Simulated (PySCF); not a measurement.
A GIAO shielding run with PySCF 2.14.0 with density-fitted response routines (density fitting, non-relativistic, gas phase) on `O=C([SiH2]Cl)[SiH]1CC=CC1`, C5H9ClOSi2:

```
$ OMP_NUM_THREADS=1 python probes_run.py task.json out

{"job": {"kind": "nmr", "xc": "PBE0", "basis": "pcSseg-1"}, "charge": 0, "multiplicity": 1}
O     -1.787139    -1.466468    -1.267961
C     -1.634725    -0.745021    -0.301023
Si    -3.145711     0.289479     0.327246
Cl    -2.585484     1.030960     2.116545
Si     0.107720    -0.640944     0.551749
C      1.476981    -1.320716    -0.580590
C      2.344142    -0.125010    -0.849684
C      2.016673     1.043018    -0.324769
C      0.785310     1.143630     0.528665
H     -3.397087     1.385785    -0.601376
H     -4.313173    -0.567071     0.480681
H      0.004557    -1.248960     1.882950
H      1.088292    -1.723271    -1.517983
H      2.068071    -2.116936    -0.126186
H      3.217324    -0.255949    -1.472407
H      2.601002     1.937477    -0.487248
H      0.095644     1.878437     0.107884
H      1.048843     1.507879     1.521851
```

Hardware: 1 thread of an Intel Xeon, shared host. The job also computes population analyses, field gradients, ring-centre shieldings.

Problem. How large is the calculation?

Solution. 92 electrons, 219 basis functions and 1205 auxiliary functions.

Problem. How long does it take, and how much memory does it need?

Solution. 2.2 min of wall time, with 15 SCF cycles and 5 response iterations; peak memory 1.1 GiB. Times on a shared host scatter by some tens of per cent.
